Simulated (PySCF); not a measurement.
SMILES C[SiH](C)[SiH2][Ge]([Cl])([Cl])[Cl], GFN2-xTB optimised geometry.

```
17

Si    -0.48    -2.11    -1.63
C     -0.22    -2.58     0.20
C      1.19    -1.79    -2.47
Si    -1.76    -0.15    -1.72
Ge    -0.85     1.36     0.00
Cl     1.33     1.36     0.00
Cl    -1.32     0.75     2.04
Cl    -1.33     3.48     0.00
H     -1.19    -3.21    -2.33
H     -1.16    -2.75     0.71
H      0.38    -3.48     0.31
H      0.30    -1.78     0.73
H      1.71    -0.96    -1.99
H      1.84    -2.66    -2.42
H      1.07    -1.53    -3.52
H     -3.18    -0.17    -1.37
H     -1.69     0.70    -2.92
```

Density from CAM-B3LYP/def2-SVP run with PySCF 2.14.0 at that geometry.

Minimum of the electron density along straight lines between bonded atoms, close to the bond critical point (lines longer than 1.1 times the sum of covalent radii, or with two minima, are not listed):

```
bond     length / Å  ρ at the minimum / e bohr⁻³  ∇²ρ there / e bohr⁻⁵  position (fraction from the first atom)
-------  ----------  ---------------------------  --------------------  ---------------------------------------
Si1–C2        1.902                        0.112                  0.30                                     0.38
Si1–C3        1.903                        0.112                  0.30                                     0.38
Si1–Si4       2.346                        0.089                 -0.02                                     0.34
Si4–Ge5       2.456                        0.076                 -0.06                                     0.35
Ge5–Cl6       2.189                        0.094                  0.12                                     0.44
Ge5–Cl7       2.181                        0.096                  0.12                                     0.44
Ge5–Cl8       2.173                        0.097                  0.12                                     0.44
Si1–H9        1.477                        0.115                  0.32                                     0.49
C2–H10        1.086                        0.273                 -0.99                                     0.63
C2–H11        1.086                        0.272                 -0.99                                     0.63
C2–H12        1.088                        0.273                 -1.00                                     0.63
C3–H13        1.087                        0.273                 -1.00                                     0.64
C3–H14        1.086                        0.272                 -0.99                                     0.63
C3–H15        1.086                        0.272                 -0.99                                     0.63
Si4–H16       1.468                        0.117                  0.32                                     0.49
Si4–H17       1.468                        0.117                  0.32                                     0.49
```
